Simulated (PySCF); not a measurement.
Structure revision by computed shifts

A compound C₄H₆FNSi gives the data below (simulated from a calculation) and was assigned the structure `C#C/C=C\[Si@@H](N)F`.

¹³C{¹H} NMR (computed): δ 160.5 (C), 122.1 (CH), 88.8 (CH), 80.8 (C).

¹H NMR (300 MHz, computed): δ 5.73 (m, 1H), 5.34 (d, 2H), 2.76 (s, 1H), -0.08 (br s, 2H).

PySCF 2.14 calculation with GFN2-xTB geometry and GIAO PBE0/pcSseg-1 shieldings; one computed conformer, non-relativistic, rapidly exchanging positions averaged, isolated molecule.

Scale: TMS for ¹H and ¹³C (reference shieldings calculated alike).

Task: Compare with the shifts computed for the proposed structure, pairing carbons in order of shift.

Result: Mapped SMILES: `[CH:1]#[C:2]/[CH:3]=[CH:4]\[Si@@H:5]([NH2:6])[F:7]`. Hydrogens are named by the atom that carries them.

```csv
atom,computed for proposal,given list,difference
C4,155.8,160.5,-4.7
C3,133.2,122.1,+11.1
C1,92.8,88.8,+4.0
C2,88.1,80.8,+7.3
```

The rms difference is 7.4 ppm and the largest +11.1 ppm at C3 (alkene CH). The carbon types in order of shift don't match either: CH, CH, CH, C for the proposal against C, CH, CH, C in the data. The proposal doesn't fit.

Task: Which isomer fits?

Result: `C#C/C(F)=C/[SiH2]N`.

Carbon types of the structure: 2 × C, 2 × CH, leaving 4 H on heteroatoms. δC 160.5: fully substituted alkene carbon; as expected for a trigonal carbon in a double bond. δC 122.1: alkene CH; as expected for a trigonal carbon in a double bond. δC 88.8: terminal alkyne carbon; the triple bond shields along its axis, which puts it between sp3 and sp2 carbons. δC 80.8: alkyne carbon; sp carbons lie upfield of alkene carbons because the cylindrical π system leaves one tensor component strongly shielded.

Other isomers checked: N#C/C=C\[C@H](F)[SiH3] (rms 8.0 ppm).

The data come from this structure; uniqueness wasn't tested.

Exchangeable OH/NH protons stand at their gas-phase positions; hydrogen bonding in a real sample shifts them, mostly to higher δ. Splittings by ¹⁹F in the carbon and heteronuclear signals aren't shown, as no couplings were computed. Shifts are as computed. Against solution values, carbons near 30 ppm lie about +3 ppm off and those near 130 ppm about +5 ppm. Of 1309 compounds with measured shifts, 239 miss one by over three times the rms of a fit or turn the order of signals round; such compounds aren't used in these exercises. Multiplicities follow the n + 1 count of equivalent neighbours, as no J values were calculated; m marks all less simple cases, F and P coupling included.
